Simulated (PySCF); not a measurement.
# Magnetisability: SMILES C=CN(CC)N[SiH3], C4H12N2Si

Molfile (atoms numbered from 1):
```
C4H12N2Si
     RDKit          3D

 19 18  0  0  0  0  0  0  0  0999 V2000
    0.2052    2.3601    0.2939 C   0  0  0  0  0  0  0  0  0  0  0  0
   -0.3986    1.2563    0.7252 C   0  0  0  0  0  0  0  0  0  0  0  0
   -0.0594   -0.0379    0.4057 N   0  0  0  0  0  0  0  0  0  0  0  0
   -1.0618   -1.0771    0.5158 C   0  0  0  0  0  0  0  0  0  0  0  0
   -2.1157   -1.0268   -0.5926 C   0  0  0  0  0  0  0  0  0  0  0  0
    0.8754   -0.2537   -0.6147 N   0  0  0  0  0  0  0  0  0  0  0  0
    2.5275   -0.5101   -0.1845 Si  0  0  0  0  0  4  0  0  0  0  0  0
   -0.0986    3.3253    0.6532 H   0  0  0  0  0  0  0  0  0  0  0  0
    1.0283    2.3373   -0.3981 H   0  0  0  0  0  0  0  0  0  0  0  0
   -1.2180    1.3139    1.4291 H   0  0  0  0  0  0  0  0  0  0  0  0
   -1.5414   -0.9786    1.4933 H   0  0  0  0  0  0  0  0  0  0  0  0
   -0.5336   -2.0333    0.4814 H   0  0  0  0  0  0  0  0  0  0  0  0
   -2.6263   -0.0656   -0.5844 H   0  0  0  0  0  0  0  0  0  0  0  0
   -2.8497   -1.8155   -0.4485 H   0  0  0  0  0  0  0  0  0  0  0  0
   -1.6456   -1.1636   -1.5639 H   0  0  0  0  0  0  0  0  0  0  0  0
    0.6325    0.2217   -1.4779 H   0  0  0  0  0  0  0  0  0  0  0  0
    3.1988    0.6091    0.4859 H   0  0  0  0  0  0  0  0  0  0  0  0
    3.1646   -0.7900   -1.4703 H   0  0  0  0  0  0  0  0  0  0  0  0
    2.5067   -1.6622    0.7154 H   0  0  0  0  0  0  0  0  0  0  0  0
  1  2  2  0
  2  3  1  0
  3  4  1  0
  4  5  1  0
  3  6  1  0
  6  7  1  0
  1  8  1  0
  1  9  1  0
  2 10  1  0
  4 11  1  0
  4 12  1  0
  5 13  1  0
  5 14  1  0
  5 15  1  0
  6 16  1  0
  7 17  1  0
  7 18  1  0
  7 19  1  0
M  END
```

Theory: GIAO BHandHLYP/pcSseg-1 magnetisability, rotational g tensor and spin-rotation constants, non-relativistic, gas phase in PySCF. Geometry: GFN2-xTB.

Problem. What are the magnetisability and the molar susceptibility?

Solution. Isotropic -1294 × 10⁻³⁰ J/T², or -77.9 × 10⁻⁶ cm³/mol; principal values -1442, -1247, -1192 × 10⁻³⁰ J/T², anisotropy 227 × 10⁻³⁰ J/T² (root of half the summed squared differences of the principal values). The susceptibility is in cgs units.

Problem. Split it along the inertial axes a, b, c into diamagnetic and paramagnetic parts about the centre of mass, with the quadrupole moment.

Solution. 
```csv
axis,χ (10⁻⁶ cm³/mol),diamagnetic (10⁻⁶ cm³/mol),paramagnetic (10⁻⁶ cm³/mol),summed x² of all electrons (Å²),quadrupole Θ (D Å)
a,-82.6,-588.4,505.8,184.3,+3.15
b,-74.1,-916.9,842.8,106.9,-2.87
c,-77.0,-1235.5,1158.4,31.8,-0.28
```
Anisotropies 2χaa − χbb − χcc = -14.2 and 2χbb − χaa − χcc = +11.5 × 10⁻⁶ cm³/mol. Θ is traceless in Buckingham's convention.

Problem. And the rotational g tensor?

Solution. 
| axis | rotational constant (GHz) | g | nuclear part | electronic part |
| --- | --- | --- | --- | --- |
| a | 2.6917 | -0.0171 | 0.6224 | -0.6396 |
| b | 1.5565 | -0.0136 | 0.6028 | -0.6163 |
| c | 1.1115 | -0.0090 | 0.5959 | -0.6049 |

Asymmetric top; isotopes 12C, 1H, 14N, 28Si; no vibrational averaging.
